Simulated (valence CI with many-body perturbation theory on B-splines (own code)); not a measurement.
# Ta66+: one-electron terms

Calculated by relativistic CI+MBPT: five valence electrons over a frozen Dirac-Fock core [He], a basis of 9 s, 9 p, 8 d, 6 f, 3 g, 1 h functions for each j, with the one-electron correlation potential Σ1 (screened to all orders), the two-electron term Σ2, the three-electron term Σ3, Breit, model QED; selected single and double excitations, second order for the rest (own B-spline code, finite nucleus).

No measured spectrum was set against this ion. As an estimate, large intervals hold to a few tenths of a per cent, small ones and those within an open d or f shell to about a per cent. Among the levels kept, up to 1200 cm⁻¹ of a level comes from second order outside the variational space, and about a tenth of that is noise between levels of different J, which matters for small intervals.

These are the spectroscopic orbitals of the CI (the correlating ones are not listed), shaped by the core and the other valence electrons. h is the expectation value of the core's Dirac-Fock operator, without the valence repulsion; Σ1 is computed up to l = 3 at one energy for each symmetry, that of its lowest orbital but kept below the first core excitation, so for empty shells it is not the orbital's own correlation shift; Breit and QED include the response of the core.

```
Orbital  h (hartree)  Σ1 (cm⁻¹)  Breit (cm⁻¹)  QED (cm⁻¹)  ⟨r⟩ (bohr)
  2s1/2      -702.51      -1571        119210      146357     0.07600
  3s1/2      -304.46       -394         32539       41691      0.1789
  4s1/2      -168.29       -155         12792       16960      0.3271
  5s1/2      -106.43      -76.5          6364        8498      0.5197
  2p1/2      -695.41      -4371        239908        6720     0.06268
  3p1/2      -302.44      -1002         62967        1250      0.1667
  4p1/2      -167.45       -386         24687         466      0.3158
  5p1/2      -106.01       -189         12239         226      0.5095
  2p3/2      -642.77      -2607         78133       20368     0.06991
  3p3/2       -286.8       -603         21660        5342      0.1770
  4p3/2      -160.91       -234         10619        2156      0.3295
  5p3/2      -102.69       -115          5343        1081      0.5264
  3d3/2      -286.01       -271          2201        -267      0.1496
  4d3/2      -160.58       -118          1211       -28.8      0.3030
  5d3/2      -102.52      -61.0           592         2.0      0.5008
  3d5/2      -281.65       -227           712        1622      0.1530
  4d5/2      -158.73      -97.9           392         758      0.3071
  5d5/2      -101.57      -50.6           183         403      0.5059
  4f5/2       -158.6      -20.8          12.2        -208      0.2643
  5f5/2      -101.51      -11.9          10.1        -101      0.4635
  4f7/2      -157.71      -19.4           3.7         191      0.2665
  5f7/2      -101.06      -11.0           3.0         104      0.4661
  5g7/2      -101.04                      0.0       -67.3      0.4069
  5g9/2      -100.77                      0.0        53.9      0.4086
```

Among the shells of the start configuration 2s2 2p3, Σ1 is largest in size for 2p1/2, where it is 0.0029 % of h.

Lowest root of each symmetry, sizes in configuration state functions:

| J | Parity | Roots | Reference | Variational | Second order | Change by selected CI (cm⁻¹) | Change by second order (cm⁻¹) |
| --- | --- | --- | --- | --- | --- | --- | --- |
| 1/2 | even | 12 | 61 | 39998 | 105971 | -44885 | -41 |
| 3/2 | even | 15 | 85 | 39989 | 201644 | -45636 | -377 |
| 5/2 | even | 12 | 75 | 39995 | 248135 | -37740 | -483 |
| 7/2 | even | 5 | 40 | 39996 | 187300 | -39583 | -411 |
| 9/2 | even | 2 | 18 | 39272 | 143006 | -38765 | -15 |
| 1/2 | odd | 11 | 66 | 39999 | 124311 | -37348 | -42 |
| 3/2 | odd | 16 | 100 | 39999 | 207674 | -37748 | -202 |
| 5/2 | odd | 10 | 85 | 39998 | 259807 | -35340 | -480 |
| 7/2 | odd | 5 | 54 | 39995 | 203892 | -36448 | -463 |
| 9/2 | odd | 2 | 22 | 39992 | 84645 | -30555 | -46 |
